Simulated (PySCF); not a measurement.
# [Mo(F)6] (charge 0, multiplicity 1)

The numbers are results of TPSSh-D3(BJ)/def2-TZVP // BP86-D3(BJ)/def2-SVP (PySCF), not measurements.

| Item | Value |
|---|---|
| HOMO | -11.66 eV |
| dipole moment | 0.00 D |
| HOMO–LUMO gap | 5.42 eV |
| LUMO | -6.25 eV |
| charge on the central atom (Mulliken) | 2.04 e |
| total energy | -667.7320 Ha |
| cost | very roughly 8 core-minutes |

```xyz
7

Mo    -0.0001    -0.0007     0.0005
F      0.3600     0.8012     1.6200
F      1.4470    -1.1183     0.2297
F     -1.4477     1.1163    -0.2289
F      1.0843     1.2280    -0.8440
F     -0.3607    -0.8020    -1.6192
F     -1.0848    -1.2290     0.8452
```
